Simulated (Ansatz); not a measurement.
AlClH2 (SMILES [AlH2][Cl]) moved off its minimum; all values from Ansatz (a quantum-chemistry and plane-wave program), cores frozen in correlated methods.
(charge 0, multiplicity 1)
```xyz
4

Al    -0.0040    -0.2691    -0.9830
H     -1.3075    -0.3830    -1.7416
H      1.3966    -0.6946    -1.7254
Cl     0.0339     0.3758     0.9973
```

Forces at MP2/aug-cc-pV(T+d)Z (eV/Å):

```
atom      Fx      Fy      Fz
----  ------  ------  ------
Al1    1.532  -0.407  -0.507
H2    -0.823   0.012  -0.299
H3    -0.702   0.286   0.523
Cl4   -0.006   0.109   0.283
```

Task: Give the forces (eV/Å), the total energy and the dipole at CCSD(T)/aug-cc-pV(T+d)Z.

Result: 
```csv
atom,Fx,Fy,Fz
Al1,1.509,-0.389,-0.471
H2,-0.879,0.005,-0.338
H3,-0.624,0.259,0.474
Cl4,-0.006,0.125,0.335
```
Energy -702.9930 hartree, dipole 0.98 D.
